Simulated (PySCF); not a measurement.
Cl2IIn. Atoms are numbered in the order given.

```xyz
4

In     0.0000     0.0000    -0.7313
Cl     0.0000    -1.9998    -1.9567
Cl     0.0000     1.9998    -1.9567
I      0.0000     0.0000     1.9314
```

Geometry: B3LYP-D3(BJ)/def2-SVP. The def2 effective core potentials stand for the cores of I, In; spin–orbit coupling is left out.

The numbers are results of HF/def2-TZVP (PySCF), not measurements.

Symmetry labels are those of the subgroup C2v that the program uses (full group C2v).

Computed valence orbital energies around the gap with their symmetry:
```tsv
orbital	symmetry	energy (eV)
HOMO−7	B2	-13.62
HOMO−6	A1	-13.26
HOMO−5	B1	-13.05
HOMO−4	A2	-12.70
HOMO−3	B2	-12.58
HOMO−2	A1	-11.90
HOMO−1	B1	-10.95
HOMO	B2	-10.84
LUMO	A1	0.08
LUMO+1	B1	0.59
LUMO+2	B2	2.54
LUMO+3	A1	2.65
```
